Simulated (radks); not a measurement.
Spin polarisation of the 4f10 shell in neutral dysprosium. Start: [Xe] 4f(up 5, down 5) 6s2; electrons of 4f are moved from spin down to spin up, other shells keep equal spins. All-electron calculation, scalar-relativistic Kohn-Sham, PBE, spin-polarised, spherical densities, point nucleus. Program: a radial shooting solver on a logarithmic mesh with Libxc functionals.

\begin{tabular}{lrrrrrr}
moment (Bohr magnetons) & E - E(0) (eV) & e(4f up) (eV) & e(4f down) (eV) & 6s down minus up (eV) & 5p down minus up (eV) & 5s down minus up (eV) \\ \hline
0 & 0.000 & -3.111 & -3.111 & 0.000 & 0.000 & 0.000 \\
1 & -0.183 & -3.464 & -2.732 & 0.028 & 0.307 & 0.430 \\
2 & -0.732 & -3.792 & -2.330 & 0.055 & 0.615 & 0.861 \\
3 & -1.646 & -4.093 & -1.902 & 0.083 & 0.925 & 1.294 \\
4 & -2.924 & -4.367 & -1.450 & 0.112 & 1.236 & 1.728 \\
\end{tabular}

At moment 4 the spin-polarisation energy is -2.924 eV and the 4f exchange splitting 2.917 eV, that is 0.729 eV per Bohr magneton; E = -I m^2/4 would give I = 0.731 eV.
